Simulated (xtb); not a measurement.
CS, charge +1, doublet, from a rough starting geometry (a state made from the parent by changing its charge; the spin is typed, not shown lowest); GFN2-xTB (xtb 6.7.1).

Input for xtb:
```
$ xtb mol.xyz --gfn 2 --chrg 1 --uhf 1 --opt vtight --json

# file mol.xyz
2

C     -0.01630993     0.01855661    -0.82653954
S     -0.02866062     0.00679666     0.80152489
```

Question: Write the output that xtb gives for this input, abridged.

Answer: 
```
   ID    Z sym.   atoms
    1    6 C      1
    2   16 S      2

           -------------------------------------------------
          |                Calculation Setup                |
           -------------------------------------------------

           -------------------------------------------------
          |                 G F N 2 - x T B                 |
           -------------------------------------------------

          ...................................................
          :                      SETUP                      :
          :.................................................:
          :  # basis functions                  14          :
          :  # atomic orbitals                  13          :
          :  # shells                            5          :
          :  # electrons                         9          :
          :  max. iterations                   250          :
          :  Hamiltonian                  GFN2-xTB          :
          :  restarted?                      false          :
          :  GBSA solvation                  false          :
          :  PC potential                    false          :
          :  electronic temp.          300.0000000     K    :
          :  accuracy                    1.0000000          :
          :  -> integral cutoff          0.2500000E+02      :
          :  -> integral neglect         0.1000000E-07      :
          :  -> SCF convergence          0.1000000E-05 Eh   :
          :  -> wf. convergence          0.1000000E-03 e    :
          :  Broyden damping             0.4000000          :
          :  net charge                          1          :
          :  unpaired electrons                  1          :
          ...................................................

 iter      E             dE          RMSdq      gap      omega  full diag
   1     -4.3340340 -0.433403E+01  0.202E+01    4.06       0.0  T
   2     -3.8070874  0.526947E+00  0.218E+01    2.77       1.0  T
   3     -4.6873560 -0.880269E+00  0.554E+00    3.08       1.0  T
   4     -4.6440484  0.433077E-01  0.507E+00    3.20       1.0  T
   5     -4.6684702 -0.244219E-01  0.402E+00    2.99       1.0  T
   6     -4.6727329 -0.426265E-02  0.360E+00    3.00       1.0  T
   7     -4.6869412 -0.142083E-01  0.112E+00    3.14       1.0  T
   8     -4.6880476 -0.110641E-02  0.753E-01    3.14       1.0  T
   9     -4.6888667 -0.819163E-03  0.769E-02    3.12       1.0  T
  10     -4.6888736 -0.689836E-05  0.388E-02    3.12       1.8  T
  11     -4.6888757 -0.210928E-05  0.300E-03    3.12      23.5  T
  12     -4.6888757 -0.125041E-07  0.736E-04    3.12      96.0  T
  13     -4.6888757 -0.255436E-09  0.457E-04    3.12     154.7  T

   *** convergence criteria satisfied after 13 iterations ***

         :::::::::::::::::::::::::::::::::::::::::::::::::::::
         ::                     SUMMARY                     ::
         :::::::::::::::::::::::::::::::::::::::::::::::::::::
         :: total energy              -4.662017937184 Eh    ::
         :: gradient norm              0.179784665359 Eh/a0 ::
         :: HOMO-LUMO gap              3.123681459252 eV    ::
         ::.................................................::
         :: SCC energy                -4.688875748814 Eh    ::
         :: -> isotropic ES            0.146861878516 Eh    ::
         :: -> anisotropic ES         -0.006518499050 Eh    ::
         :: -> anisotropic XC          0.002679486031 Eh    ::
         :: -> dispersion             -0.000503163510 Eh    ::
         :: repulsion energy           0.026857811631 Eh    ::
         :: add. restraining           0.000000000000 Eh    ::
         :: total charge               1.000000000000 e     ::
         :::::::::::::::::::::::::::::::::::::::::::::::::::::

      -----------------------------------------------------------
     |                   =====================                   |
[...]
 * total energy  :    -4.6620179 Eh     change       -0.3029896E-09 Eh
 * total energy  :    -4.6792067 Eh     change       -0.1718872E-01 Eh
 * total energy  :    -4.6806861 Eh     change       -0.1479449E-02 Eh
 * total energy  :    -4.6824245 Eh     change       -0.1738393E-02 Eh
 * total energy  :    -4.6824747 Eh     change       -0.5024502E-04 Eh
 * total energy  :    -4.6824752 Eh     change       -0.4761809E-06 Eh
 * total energy  :    -4.6824754 Eh     change       -0.1885901E-06 Eh
 * total energy  :    -4.6824754 Eh     change       -0.1204370E-11 Eh
   *** GEOMETRY OPTIMIZATION CONVERGED AFTER 8 ITERATIONS ***
         :: total energy              -4.682475409463 Eh    ::
[...]
         :: gradient norm              0.000000098725 Eh/a0 ::
         :: HOMO-LUMO gap              3.570495815924 eV    ::
         ::.................................................::
         :: SCC energy                -4.752432464075 Eh    ::
         :: -> isotropic ES            0.150232171298 Eh    ::
         :: -> anisotropic ES         -0.005908594611 Eh    ::
         :: -> anisotropic XC          0.003665814608 Eh    ::
         :: -> dispersion             -0.000503557759 Eh    ::
         :: repulsion energy           0.069957054612 Eh    ::
         :: add. restraining           0.000000000000 Eh    ::
         :: total charge               1.000000000104 e     ::
         :::::::::::::::::::::::::::::::::::::::::::::::::::::

           -------------------------------------------------
          |                Property Printout                |
           -------------------------------------------------

    * Orbital Energies and Occupations

         #    Occupation            Energy/Eh            Energy/eV
      -------------------------------------------------------------
         1        2.0000           -1.0655080             -28.9939
         2        2.0000           -0.8627955             -23.4779
         3        2.0000           -0.7691183             -20.9288
         4        2.0000           -0.7691183             -20.9288
         5        1.0000           -0.7316871             -19.9102 (HOMO)
         6                         -0.6004738             -16.3397 (LUMO)
         7                         -0.6004738             -16.3397
         8                         -0.3814072             -10.3786
         9                         -0.3146908              -8.5632
        10                         -0.3146908              -8.5632
        11                         -0.2000392              -5.4433
        12                         -0.2000392              -5.4433
        13                          0.8418089              22.9068
      -------------------------------------------------------------
                  HL-Gap            0.1312133 Eh            3.5705 eV
             Fermi-level           -0.7080769 Eh          -19.2678 eV

     #   Z          covCN         q      C6AA      α(0)
     1   6 C        0.976     0.051    34.370     9.845
     2  16 S        0.976     0.949   106.605    17.463

 Mol. C6AA /au·bohr⁶  :        261.944287
 Mol. C8AA /au·bohr⁸  :      10770.250868
 Mol. α(0) /au        :         27.308265

Wiberg/Mayer (AO) data.
largest (>0.10) Wiberg bond orders for each atom

 ---------------------------------------------------------------------------
     #   Z sym  total        # sym  WBO       # sym  WBO       # sym  WBO
 ---------------------------------------------------------------------------
     1   6 C    3.043 --     2 S    3.043
     2  16 S    3.043 --     1 C    3.043
 ---------------------------------------------------------------------------

Topologies differ in total number of bonds
Writing topology from bond orders to xtbtopo.mol

molecular dipole:
                 x           y           z       tot (Debye)
 q only:       -0.052       0.015       1.235
   full:       -0.051       0.015       1.153       2.934
molecular quadrupole (traceless):
                xx          xy          yy          xz          yz          zz
 q only:       -0.950      -0.001      -0.954      -0.101       0.023       1.905
  q+dip:       -1.771      -0.001      -1.775      -0.114       0.003       3.546
   full:       -1.206      -0.001      -1.209      -0.101       0.015       2.415

optimized geometry written to: xtbopt.xyz

           -------------------------------------------------
          | TOTAL ENERGY               -4.682475409463 Eh   |
          | GRADIENT NORM               0.000000098725 Eh/α |
          | HOMO-LUMO GAP               3.570495815924 eV   |
           -------------------------------------------------
```
